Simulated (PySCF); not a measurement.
PySCF 2.14 output of an unrestricted M06-2X calculation on a single atom or ion in cc-pVDZ-PP with ECP60MDF (4s4p3d1f, 38 functions), with scalar relativity through the core potential:

```
SCF conv_tol = 1e-09
number electrons alpha = 10  beta = 5
    Y. Zhao and D. G. Truhlar.,  Theor. Chem. Acc. 120, 215 (2008)
    Y. Zhao and D. G. Truhlar.,  Theor. Chem. Acc. 120, 215 (2008)
cycle= 1 E= -90.362278039438  delta_E= -0.00602  |g|= 0.0192  |ddm|= 0.169
cycle= 2 E= -90.3625285166189  delta_E= -0.00025  |g|= 0.00829  |ddm|= 0.0529
cycle= 3 E= -90.3625595355955  delta_E= -3.1e-05  |g|= 0.00187  |ddm|= 0.0111
cycle= 4 E= -90.3625621345474  delta_E= -2.6e-06  |g|= 7.77e-05  |ddm|= 0.00509
cycle= 5 E= -90.3625621397046  delta_E= -5.16e-09  |g|= 7.12e-06  |ddm|= 0.000167
cycle= 6 E= -90.3625621397559  delta_E= -5.13e-11  |g|= 8.57e-07  |ddm|= 1.12e-05
converged SCF energy = -90.3625621397559  <S^2> = 8.7524432  2S+1 = 6.0008143
```

The run itself started from symmetry-adapted Hartree-Fock orbitals and held the occupation by maximum overlap, on a logarithmic radial grid, so the iterations belong to that start.

Problem. Which element, charge and spin multiplicity is this?

Solution. Os⁺ (osmium, charge +1), multiplicity 6; the state was [Xe] 4f14 5d6 6s1, high-spin 6D determinant.

Energies and moments cover only the electrons outside the core potential. Spin-orbit coupling, absent here, splits the open shell strongly.
